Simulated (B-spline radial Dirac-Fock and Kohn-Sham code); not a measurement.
**Satellites and hypersatellites of the K lines of V³⁺**

System: vanadium as V³⁺ in the configuration [Ar] 3d2, inside a Watson sphere of charge -3 and radius 2 Å (a model of the Madelung potential; inside it an electron's potential energy is raised by 21.6 eV).

The run's input, task.json:

```json
{"items": [{
  "Z": 23,
  "q": 3,
  "cfg": [[1, 0, 2], [2, 0, 2], [2, 1, 6], [3, 0, 2], [3, 1, 6], [3, 2, 2]],
  "A": 51,
  "rrms": 3.6002,
  "watson": [-3, 2.0],
  "do": ["binding", "quiet", "double"]
}]}
```

Launch: `python xray_run.py task.json out`

Method: Dirac-Fock energy differences between relaxed states, corrected for Breit and QED terms. Computed with a radial finite-basis atomic code. Each two-hole energy is an average over J within one jj subconfiguration, not an observable level; in light atoms, where LS coupling holds, the j-resolved values are not observed lines, and for a K spectator the Kα1 hypersatellite is nearly forbidden. No correlation.

Lines without a spectator: Kα2 (K-L2) 4943.3 eV, Kα1 (K-L3) 4950.2 eV, Kβ3 (K-M2) 5428.4 eV, Kβ1 (K-M3) 5429.2 eV. Shifts in eV with one spectator hole (a dash: not computed, or left out as unreliable):

```
spectator hole     Kα2     Kα1     Kβ3     Kβ1
        K (1s)  +238.4  +239.7  +298.3  +298.5
    L2 (2p1/2)  +20.74  +25.49       –   +61.8
    L3 (2p3/2)  +24.12  +22.97   +60.3       –
    M2 (3p1/2)       –   +1.73   +5.74   +7.11
    M3 (3p3/2)   +1.61       –   +6.87   +6.49
```

With n spectator holes in 2p, averaged over the 2p shell (energies in eV):

```tsv
n	KαLⁿ	step	hypersatellite KαʰLⁿ
0	4947.8	–	5187.1
1	4971.7	+23.8	5212.2
2	4996.7	+25.1	5238.6
3	5023.0	+26.3	5266.2
4	5050.6	+27.6	5295.1
5	5079.5	+28.9	5325.2
```
